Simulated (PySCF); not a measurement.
Harmonic spectrum computed at PBE0 in the def2-SVP basis family (core potentials from Rb on, PySCF, no spin–orbit coupling):

| ω (cm⁻¹) | IR (km/mol) |
| --- | --- |
| 81 | 73.0 |
| 111 | 2.5 |
| 185 | 1.5 |
| 231 | 87.6 |
| 353 | 183 |
| 554 | 8.5 |
| 568 | 245 |
| 637 | 194 |
| 712 | 109 |
| 724 | 91.0 |
| 3878 | 253 |
| 3881 | 127 |

Problem. Which molecule gave it? In each, all ligands are bound to the one heavy central atom.
A. HfS(OH)₂ (singlet)
B. MoS(OH)₂ (triplet)
C. ReS(OH)₂ (doublet)
D. GeS(OH)₂ (singlet)
E. ZrS(OH)₂ (singlet)

Solution. B. It has Cs symmetry with Mo–O 1.878 Å (×2), Mo–S 2.115 Å, O–H 0.965 Å (×2).
